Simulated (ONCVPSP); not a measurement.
## molybdenum (Mo): excitation energies, all-electron against ONCV

```json
{
 "Element": "Mo",
 "Generator": "ONCVPSP 4.0.1",
 "Type": "optimised norm-conserving Vanderbilt (ONCV)",
 "Functional": "PBE",
 "Relativity": "scalar-relativistic",
 "Frozen core": "[Ar] 3d10",
 "Valence charge": "14",
 "Reference configuration": "4s2 4p6 4d5 5s1",
 "Partial waves": "4s+5s: rc 1.85 bohr, ncon 3, nbas 6, qcut 6.4 1/bohr, 2 projectors; 4p: rc 1.60 bohr, ncon 4, nbas 8, qcut 8.6 1/bohr, 2 projectors, debl 1.2 Ha; 4d: rc 2.65 bohr, ncon 4, nbas 9, qcut 6.2 1/bohr, 2 projectors, debl 2.4 Ha",
 "Local potential": "polynomial inside 1.50 bohr (lpopt 5, dvloc0 0 Ha)",
 "Core correction": "Teter function, fcfact 1.75, rcfact 1.15"
}
```

In the p channel the program set the typed energies aside and used -1.414, 0.250 Ha.

Energies are relative to the spin-unpolarised reference configuration 4s2 4p6 4d5 5s1; without spin polarisation the order of configurations can differ from experiment.

| valence configuration | charge | ΔE all-electron (eV) | error AE − PS (meV) |
| --- | --- | --- | --- |
| 4s2 4p6 4d5 5s0 | +1 | 6.890 | -1.2 |
| 4s2 4p6 4d4 5s0 | +2 | 22.352 | -4.7 |

Q: What are ΔE and the potential's error for 4s2 4p6 4d5 5s0 5p1?

A: ΔE = 3.141 eV all-electron; the error (AE − PS) is -1.1 meV.

Q: What are ΔE and the potential's error for 4s2 4p6 4d3 5s0?

A: ΔE = 49.096 eV all-electron; the error (AE − PS) is +57 meV.
